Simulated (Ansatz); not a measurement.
Job for Ansatz (an electronic-structure program): R-wB97M-V/def2-TZVPPD on AlH5O (a complex), monomers drawn apart or pushed together. Files ending in .json are basis or fitting sets from the Basis Set Exchange.

Ansatz 0.2 input:
```yaml
crystal:
  periodic: [false, false, false]
  atoms:
    - {symbol: Al, position_ang: [-0.02131263, 0.21827211, 0.32568648]}
    - {symbol: H, position_ang: [0.60329896, -0.93480702, -0.56573406]}
    - {symbol: H, position_ang: [-1.60833495, 0.38573284, 0.33738105]}
    - {symbol: H, position_ang: [0.86874100, 1.50996026, 0.61918682]}
    - {symbol: O, position_ang: [0.20231858, -1.12961115, 3.74209492]}
    - {symbol: H, position_ang: [-0.66273109, -1.23120958, 4.15970871]}
    - {symbol: H, position_ang: [0.75041099, -0.58498974, 4.32176217]}
basis:
  gaussian:
    orbitals: def2-TZVPPD.json
hamiltonian:
  xc: {name: wB97M-V}
scf: {lower_state_search: off}
```

The log:

```
WARN ansatz: RAYON_NUM_THREADS=2 ignored (pool sized by the plan → 2); use --threads N
Functional definition: wB97M-V
these checks for a lower state are left out or cut short: stability, starts, cluster_reference, orbital_swaps, neighbouring_geometries, increment
integrals: 0.08 GiB planned
780 factors; their error is unknown
integrals: 0.12 GiB planned
263 factors; integrals over basis functions are off by at most 2.4e-5 eV
mean field: 0.76 GiB planned
mean field evaluation 1: about -8720.9096 eV, gradient 4.5e1 eV
mean field evaluation 2: about -8720.4452 eV, gradient 5.0e1 eV
mean field evaluation 4: about -8724.1946 eV, gradient 4.5e-1 eV
mean field evaluation 8: about -8724.2065 eV, gradient 2.8e-1 eV
mean field evaluation 16: about -8724.2066 eV, gradient 2.9e-6 eV
mean field -8724.20655038 eV, -320.6086772470 hartree, gradient 2.9e-6 eV, S^2 0.000000; 0 other end points of the search recorded, 0 dependent functions left out
reference -8724.20661949 eV, -320.6086797866 hartree; 13, 13 occupied and 160, 160 virtual orbitals, 780 factors
Total energy: -8724.20661949 eV, -320.6086797866 hartree
Checks for a lower state left out: stability, starts, cluster_reference, orbital_swaps, neighbouring_geometries, increment
```

Self-consistency was reached.

Cost: about 6 core-seconds (a rough figure).
